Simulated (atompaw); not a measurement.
What one change does to a pseudopotential (caesium (Cs), PAW (atompaw))

Cs (Z = 55), PAW, made with atompaw 4.2.0.5 (LDA (PW92), scalar-relativistic). Core [Xe], reference 5d0 6s0.75 6p0.25. Waves: 6s (bound): rc 3.00 bohr; 6s channel at 3.9 Ry: rc 3.00 bohr; 6p (bound): rc 3.00 bohr; 6p channel at 2.9 Ry: rc 3.00 bohr; 5d (bound, empty): rc 3.00 bohr; 5d channel at 0.45 Ry: rc 3.00 bohr. Local part: troulliermartins scheme with l = 3 at 0 Ry, radius 2.55 bohr. Core correction: smooth core density matched at 1.85 bohr. Augmentation charge: sinc compensation charge, radius 2.40 bohr; PAW radius 3.00 bohr; waves and projectors: custom polynom vanderbiltortho.

All-electron outer shells of the reference configuration (LDA (PW92), scalar-relativistic, ld1.x):

```json
{"shell": "5s", "level (eV)": "-27.23", "outermost node (bohr)": "0.82", "outermost maximum (bohr)": "1.54"}
{"shell": "5p", "level (eV)": "-13.93", "outermost node (bohr)": "0.89", "outermost maximum (bohr)": "1.76"}
{"shell": "6s", "level (eV)": "-2.40", "outermost node (bohr)": "2.10", "outermost maximum (bohr)": "4.62"}
{"shell": "6p", "level (eV)": "-0.95", "outermost node (bohr)": "2.60", "outermost maximum (bohr)": "6.64"}
{"shell": "5d", "level (eV)": "-0.68", "outermost node (bohr)": "1.06", "outermost maximum (bohr)": "3.34"}
```

Change: augmentation sinc compensation charge, radius 2.40 bohr; PAW radius 3.00 bohr; waves and projectors: custom polynom2 7 10 vanderbiltortho.

Cutoffs: the cutoffs (Ry, on a coarse ladder) from which the occupation-weighted sum of valence levels, in a spherical-Bessel basis at the reference potential, stays within 10 and 1 mRy of its value at 400 Ry; they do not see the model core or the augmentation charge, which bear on the density cutoff.

What does the change do?

Both files are very soft, the changed one slightly harder (loose and tight cutoff 6 and 6 Ry → 6 and 8 Ry on this coarse ladder); both files keep a bound ghost (p, s); the range in which the p phases agree narrows (upper end 4.9 → 0.6).

```tsv
quantity	base	changed
cutoff, loose	6 Ry	6 Ry
cutoff, tight	6 Ry	8 Ry
bound ghosts	s, p	s, p
s: phases at 3.00 bohr within 0.05 rad from the reference energy up to (Ry; the scan ends near 5)	0.9	0.5
p: phases at 3.00 bohr within 0.05 rad from the reference energy up to (Ry; the scan ends near 5)	4.9	0.6
d: phases at 3.00 bohr within 0.05 rad from the reference energy up to (Ry; the scan ends near 5)	3.2	2.4
lowest overlap eigenvalue by channel	s 0.26, p 0.64, d 0.84	s 0.28, p 0.65, d 0.91
```

 A true bound ghost makes a file unfit for plane-wave use even where its test errors are small: the radial tests pick states by their node count and pass the ghost by. The cutoffs see the waves, projectors and local potential, not the compensation charge or the core.
